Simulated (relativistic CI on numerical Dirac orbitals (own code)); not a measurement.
Ni⁺: K-beta X-ray emission

Computed with this model: Dirac-Coulomb-Breit CI, KLI orbitals optimised for each configuration, a model potential for QED, multiplet model of X-ray emission after core ionisation, unscaled Slater integrals; configurations [Ar] 3d9 → 1s 2s2 2p6 3s2 3p6 3d9 → [Ne] 3s2 3p5 3d9; 300 K; Lorentzian 1.12 eV and Gaussian 1 eV FWHM. Energies are those of the free ion, without screening or charge transfer. S is read from ⟨S²⟩ = S(S + 1).

Field parameters in Wybourne normalisation: Oh B⁴₀ = 21Dq, B⁴₄ = √(5/14) B⁴₀. The field is a parameter set, without covalency.

free ion: ground-state S = 0.50, centroid 8261.06 eV. Peaks (eV, height): 8251.6 (37), 8259.6 (91), 8265.8 (100).

Oh, 10Dq = 2400 cm⁻¹: ground-state S = 0.50, centroid 8260.99 eV. Peaks (eV, height): 8251.6 (38), 8259.6 (88), 8265.8 (100).

Oh, 10Dq = 6550 cm⁻¹: ground-state S = 0.50, centroid 8260.95 eV. Peaks (eV, height): 8252.2 (33), 8259.6 (77), 8265.4 (100).

Oh, 10Dq = 10750 cm⁻¹: ground-state S = 0.50, centroid 8260.95 eV. Peaks (eV, height): 8252.2 (33), 8259.2 (69), 8265.2 (100).

Oh, 10Dq = 14900 cm⁻¹: ground-state S = 0.50, centroid 8260.95 eV. Peaks (eV, height): 8252.2 (32), 8259.0 (62), 8265.0 (100).

Oh, 10Dq = 19100 cm⁻¹: ground-state S = 0.50, centroid 8260.95 eV. Peaks (eV, height): 8250.2 (13), 8252.2 (32), 8258.8 (56), 8265.0 (100).

Strongest unbroadened transitions for Oh, 10Dq = 10750 cm⁻¹:

```
Energy (eV)  Relative strength
    8250.76               34.5
    8252.31              100.0
    8258.24               44.5
    8259.11               55.6
    8259.16               64.9
    8259.65               36.2
    8259.75               27.7
    8260.03               29.1
    8263.12               22.3
    8263.15               23.5
    8264.25               20.4
    8264.50               50.8
    8264.89               37.6
    8264.92               43.9
    8265.35               57.2
    8265.57               51.6
    8265.68               88.4
    8265.78               32.2
```
